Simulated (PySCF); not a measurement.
Continuum solvent and chemical shifts

Cartesian coordinates in Å; atom numbers follow the order of the lines, from 1:
```xyz
16

N     1.920   -1.025    1.371
C     1.911   -0.264    0.357
C     0.808   -0.086   -0.654
C    -0.213   -1.196   -0.624
C    -1.447   -0.948   -0.162
C    -1.808    0.445    0.280
Si   -0.289    1.444   -0.266
H     1.039   -1.554    1.417
H     2.800    0.371    0.191
H     1.265    0.026   -1.653
H     0.081   -2.201   -0.946
H    -2.194   -1.748   -0.103
H    -1.987    0.491    1.368
H    -2.739    0.795   -0.198
H    -0.558    2.252   -1.494
H     0.291    2.334    0.783
```

GIAO PBE0/pcSseg-1 in PySCF on one PBE0-D3(BJ)/def2-SVP conformer, non-relativistic, equivalent nuclei averaged. Solvents enter as an IEF-PCM continuum (chloroform with ε = 4.7) around the gas-phase geometry. Shifts are referred to TMS computed in the same medium.

Gas phase, δ in ppm: C2 177.0, C5 148.9, C4 138.2, C3 42.4, C6 13.9, Si7 -23.9, H8 9.80, H9 7.83, H12 6.49, H11 5.82, H15 4.33, H16 4.27, H10 2.96, H13 1.71. Dipole moment 2.85 D.

**Question.** How does each δ change in the continuum?

**Answer.** 
```
atoms                                                environment  Δδ, chloroform
   C2                                                 C=N carbon            +5.4
   C5                                                  alkene CH            +2.3
   C4                                                  alkene CH            -0.2
   C3                                allylic sp3 CH bonded to Si            +1.3
   C6                               allylic sp3 CH2 bonded to Si            +0.9
  Si7           silicon bonded to 2 C, 2 H, in a 5-membered ring            +0.8
   H8                              hydrogen on an imine nitrogen           -0.33
   H9                                   hydrogen on a C=N carbon           +0.11
  H12                                   hydrogen on an alkene CH           +0.13
  H11                                   hydrogen on an alkene CH           +0.06
  H15  hydrogen on a silicon bonded to 2 C, in a 5-membered ring           -0.03
  H16  hydrogen on a silicon bonded to 2 C, in a 5-membered ring           -0.05
  H10                 hydrogen on an allylic sp3 CH bonded to Si           +0.23
  H13                hydrogen on an allylic sp3 CH2 bonded to Si           +0.10
```

Changes are relative to the gas phase. The dipole moment becomes 3.41 D in chloroform.

**Question.** Which nuclei move most (in ppm), and what does the model miss?

**Answer.** C2 (C=N carbon, +5.4 ppm) in chloroform. A continuum only polarises the solute; specific hydrogen bonds, the anisotropy of aromatic solvents and changes of geometry or conformer are outside it.
